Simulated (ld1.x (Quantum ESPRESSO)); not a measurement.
# In (Z = 49), TM semilocal: configuration errors across variants

* Element: In
* Generator: ld1.x (Quantum ESPRESSO) 7.5
* Type: norm-conserving Troullier–Martins (semilocal form)
* Functional: PBE
* Relativity: scalar-relativistic
* Frozen core: [Kr]
* Valence charge: 13
* Reference configuration: 4d10 5s1 5p2
* Partial waves: 5p (bound): rc 1.90 bohr; 4d (bound): rc 1.35 bohr; 4f channel at 0.2 Ry: rc 1.70 bohr; 5s (bound): rc 1.55 bohr
* Local potential: the s channel
* Core correction: none

All-electron excitation energies from the reference (eV): (1) 4d10 5s2 5p1 -5.841; (2) 4d10 5s2 5p0 -0.478; (3) 4d10 5s1 5p0 18.757; (4) 4d9 5s2 5p1 19.274; (5) 4d10 5s2 5p1.3 -6.373; (6) 4d9 5s0 5p0 103.466; (7) 4d10 5s2 5p0.5 -3.901.

A semilocal file is local in each channel, so a ghost entry of none says nothing of the separable form that plane-wave codes build from it.

The file “wave 5p (bound): rc 1.90 bohr becomes 5p (bound): rc 1.32 bohr” misses its own reference levels by 0.5 eV.

Errors AE − PS in meV (a dash: test not solved or not reliable):

```csv
change,(1),(2),(3),(4),(5),(6),(7),bound ghosts
base,+3.5,-1.9,+13,+59,+4.6,+97,+0.8,none
wave 5p (bound): rc 1.90 bohr becomes 5p (bound): rc 1.32 bohr,+24,-6.8,+9.6,-351,+37,-105,+2.4,none
wave 5p (bound): rc 1.90 bohr becomes 5p (bound): rc 1.56 bohr,+4.3,+1.3,+24,+850,+6.9,+23,+0.9,none
wave 5p (bound): rc 1.90 bohr becomes 5p (bound): rc 1.80 bohr,+3.5,-1.0,+16,+73,+4.7,+76,+0.9,none
wave 5p (bound): rc 1.90 bohr becomes 5p (bound): rc 2.04 bohr,+3.2,-3.8,+9.8,+53,+4.3,+124,+0.1,none
wave 5p (bound): rc 1.90 bohr becomes 5p (bound): rc 2.32 bohr,+2.2,-6.4,+8.1,+51,+3.5,+151,-1.4,none
wave 5p (bound): rc 1.90 bohr becomes 5p (bound): rc 2.84 bohr,+3.2,-5.0,+6.8,+51,+4.3,+134,-0.2,none
```

Problem. Give the same row for: wave 5p (bound): rc 1.90 bohr becomes 5p (bound): rc 2.60 bohr.

Solution. +2.3, -6.5, +7.8, +51, +3.5, +151, -1.4; bound ghosts: none.
